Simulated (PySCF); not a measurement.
## Mayer bond orders and bond lengths

Species: C₅H₁₁FSi₂.
SMILES with atom numbers: `[CH3:1][CH2:2][C@@H:3]([SiH3:4])[C:5]#[C:6][SiH2:7][F:8]` (hydrogens: H9, H10, H11 on C1; H12, H13 on C2; H14 on C3; H15, H16, H17 on Si4; H18, H19 on Si7)

Cartesian coordinates in Å at the GFN2-xTB level; atoms count from 1:
```
atom  x, y, z in Å
C1    -1.7365    1.6543   -0.5618
C2    -1.5576    0.1801   -0.9073
C3    -0.8209   -0.5840    0.2010
Si4   -0.7125   -2.4671   -0.1648
C5     0.5125   -0.0681    0.3747
C6     1.6411    0.3472    0.4834
Si7    3.3486    0.9946    0.6597
F8     4.3088    0.1135   -0.2928
H9    -0.7676    2.1255   -0.4087
H10   -2.3201    1.7667    0.3505
H11   -2.2529    2.1752   -1.3653
H12   -0.9938    0.0930   -1.8388
H13   -2.5371   -0.2781   -1.0648
H14   -1.3635   -0.4386    1.1432
H15    0.0262   -2.6667   -1.4098
H16   -0.0398   -3.1183    0.9582
H17   -2.0854   -2.9632   -0.2996
H18    3.8695    0.7903    2.0051
H19    3.4712    2.3530    0.1456
```

Bond orders from the PBE0/pcSseg-1 density (PySCF). Geometry: GFN2-xTB, one conformer, isolated molecule.

Task: How far do the computed orders between heavy atoms stray from the drawn ones?

Result: The largest departure is 0.597, at C5–C6 (drawn triple, 2.403). Drawn single, order below 0.88: C3–Si4 (0.849). Drawn double or triple, more than 0.30 short of the drawn order: C5–C6 (2.403).

Task: Set the Mayer orders of the bonds beside their lengths.

Result: 
```json
{"bond": "C1–C2", "drawn as": "single", "length (Å)": "1.525", "Mayer order": "1.059"}
{"bond": "C2–C3", "drawn as": "single", "length (Å)": "1.535", "Mayer order": "1.026"}
{"bond": "C3–Si4", "drawn as": "single", "length (Å)": "1.921", "Mayer order": "0.849"}
{"bond": "C3–C5", "drawn as": "single", "length (Å)": "1.440", "Mayer order": "0.980"}
{"bond": "C5–C6", "drawn as": "triple", "length (Å)": "1.208", "Mayer order": "2.403"}
{"bond": "C6–Si7", "drawn as": "single", "length (Å)": "1.835", "Mayer order": "1.053"}
{"bond": "Si7–F8", "drawn as": "single", "length (Å)": "1.614", "Mayer order": "0.935"}
{"bond": "C1–H9", "drawn as": "single", "length (Å)": "1.088", "Mayer order": "0.959"}
{"bond": "C1–H10", "drawn as": "single", "length (Å)": "1.089", "Mayer order": "0.966"}
{"bond": "C1–H11", "drawn as": "single", "length (Å)": "1.088", "Mayer order": "0.966"}
{"bond": "C2–H12", "drawn as": "single", "length (Å)": "1.092", "Mayer order": "0.946"}
{"bond": "C2–H13", "drawn as": "single", "length (Å)": "1.093", "Mayer order": "0.948"}
{"bond": "C3–H14", "drawn as": "single", "length (Å)": "1.097", "Mayer order": "0.909"}
{"bond": "Si4–H15", "drawn as": "single", "length (Å)": "1.461", "Mayer order": "0.951"}
{"bond": "Si4–H16", "drawn as": "single", "length (Å)": "1.462", "Mayer order": "0.950"}
{"bond": "Si4–H17", "drawn as": "single", "length (Å)": "1.466", "Mayer order": "0.933"}
{"bond": "Si7–H18", "drawn as": "single", "length (Å)": "1.457", "Mayer order": "0.907"}
{"bond": "Si7–H19", "drawn as": "single", "length (Å)": "1.458", "Mayer order": "0.905"}
```

By pair of heavy elements: C–C: lowest C3–C5 (0.980, 1.440 Å), highest C5–C6 (2.403, 1.208 Å); in 2 of the 6 pairs the longer bond (by over 0.003 Å) has the higher order (by 0.02 or more). C–Si: lowest C3–Si4 (0.849, 1.921 Å), highest C6–Si7 (1.053, 1.835 Å).

Task: Sum the orders of all bonds at each heavy atom with more than one neighbour and set the sums beside the valence in the SMILES.

Result: C1 3.950 (drawn 4), C2 3.979 (drawn 4), C3 3.764 (drawn 4), Si4 3.683 (drawn 4), C5 3.383 (drawn 4), C6 3.456 (drawn 4), Si7 3.800 (drawn 4). Orders between atoms that aren't bonded are not in these sums.

Mayer orders depend on the basis set.
